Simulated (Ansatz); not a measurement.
Consider the silylene loss: `[SiH3][AlH][S][SiH3]` → `[SiH3][AlH][SH]` + `[SiH2]`.

Computed with Ansatz on PBE0-D4/def2-TZVP structures; ΔE is electronic, products minus reactants. CCSD(T)/CBS adds triple-zeta CCSD(T) − MP2 to the extrapolated MP2 energy (def2 sets, frozen cores). This one scheme is used for every species. Each species was taken in one conformer, which may not be the lowest.

`[SiH3][AlH][S][SiH3]`:

```xyz
11

Si    0.782   -1.169    1.257
Al   -0.857    0.652    1.382
S    -1.451    1.756   -0.408
Si   -0.274    0.759   -1.888
H     1.920   -0.830    0.357
H     1.338   -1.477    2.605
H     0.146   -2.411    0.733
H    -1.576    1.130    2.709
H    -0.275   -0.711   -1.669
H    -0.884    1.060   -3.206
H     1.130    1.243   -1.872
```

`[SiH3][AlH][SH]`:

```xyz
8

Si    1.419    0.620   -0.183
Al   -0.816   -0.369   -0.303
S    -1.815   -0.767    1.600
H     1.878    0.787    1.223
H     1.437    1.961   -0.835
H     2.415   -0.230   -0.895
H    -1.592   -0.738   -1.634
H    -2.926   -1.263    1.028
```

`[SiH2]`:

Cartesian coordinates in Å:
```
Si -0.622 0.286 -0.196
H 0.213 0.316 1.081
H 0.409 -0.602 -0.886
```

```
               species  CCSD/def2-SVP energy (Eh)
`[SiH3][AlH][S][SiH3]`                -1221.52612
     `[SiH3][AlH][SH]`                 -931.38346
              `[SiH2]`                 -290.03973
```

Question: Work out ΔE.

Answer: ΔE = (-931.38346) + (-290.03973) − (-1221.52612) = 0.10293 Eh = +2.80 eV. CCSD(T)/CBS gives +3.09 eV.

Largest T1 diagnostic among the species: 0.014.

From BLYP to BHLYP (50 % exact exchange), in def2-TZVPP and without D4, ΔE moves by +0.31 eV. In def2-TZVPP, CCSD(T) changes the Hartree–Fock value by +0.16 eV (the triples alone add +0.06 eV) and MP2 by +0.42 eV. At CCSD(T), def2-SVP lies −0.25 eV from the extrapolated value and def2-TZVPP −0.10 eV.
